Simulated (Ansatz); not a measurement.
A run for Ansatz (a first-principles code): U-PBE/def2-TZVPP on F2Zn (SMILES [F][Zn][F]), a point of a bond scan (R = 1.566 Å).

Ansatz 0.2 input:
```yaml
crystal:
  periodic: [false, false, false]
  atoms:
    - {symbol: Zn, position_ang: [0.00000000, 0.00000000, 0.00000000]}
    - {symbol: F, position_ang: [0.00000000, 0.00000000, 1.56649539]}
    - {symbol: F, position_ang: [-0.00000000, -0.00000000, -1.74055043]}
basis:
  gaussian:
    orbitals: def2-TZVPP
hamiltonian:
  xc: {name: PBE}
magnetization: {spin_polarized: true, initial_magnetization: 0}
```

The log:

```
WARN ansatz: RAYON_NUM_THREADS=1 ignored (pool sized by the plan → 1); use --threads N
Functional definition: PBE
integrals: 0.04 GiB planned
811 factors; their error is unknown
mean field: 0.42 GiB planned
mean field evaluation 1: about -53836.5438 eV, gradient 6.0e1 eV
mean field evaluation 2: about -53761.9969 eV, gradient 1.8e2 eV
mean field evaluation 4: about -53844.1142 eV, gradient 1.6e1 eV
mean field evaluation 8: about -53844.7693 eV, gradient 1.8e-1 eV
mean field evaluation 16: about -53844.7595 eV, gradient 6.4e-5 eV
mean field -53844.75947990 eV, -1978.7584135974 hartree, gradient 6.4e-5 eV, S^2 0.000000; 0 other end points of the search recorded, 0 dependent functions left out
reference -53844.75952563 eV, -1978.7584152781 hartree; 24, 24 occupied and 102, 102 virtual orbitals, 811 factors
Total energy: -53844.75952563 eV, -1978.7584152781 hartree
```

The run converged.

Cost: around 2.4 core-seconds (rough).
